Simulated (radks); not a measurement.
The mean radii <r> (bohr) of the occupied orbitals of an atom or ion are listed with their occupations. Calculated with a radial shooting solver on a logarithmic mesh with Libxc functionals: scalar-relativistic Kohn-Sham, PBE, spin-polarised, spherical densities, finite nucleus; Fermi nuclear charge, rms radius of each element as measured or else 0.836 A^(1/3) + 0.57 fm.

orbital  occ.      <r>
1s          2  0.01659
2s          2  0.06994
2p          6  0.06328
3s          2   0.1807
3p          6   0.1821
3d         10   0.1650
4s          2   0.3993
4p          6   0.4254
4d         10   0.4489
5s          2   0.9017
4f         14   0.4825
5p          6    1.040
5d         10    1.499
6s          2    2.698

Name the element and its charge. Open shells, if any, are filled with parallel spins first.

Answer. Z = 80, mercury, charge 0: Hg in [Hg]. The 1s radius gives Z: for a bare nucleus <r> = (2 gamma + 1)/(2Z) with gamma = sqrt(1 - (Z/c)^2), 0.0164 bohr for Z = 80, and screening makes it slightly larger (0.01659 here). The occupations add up to 80, and the charge is Z minus that.
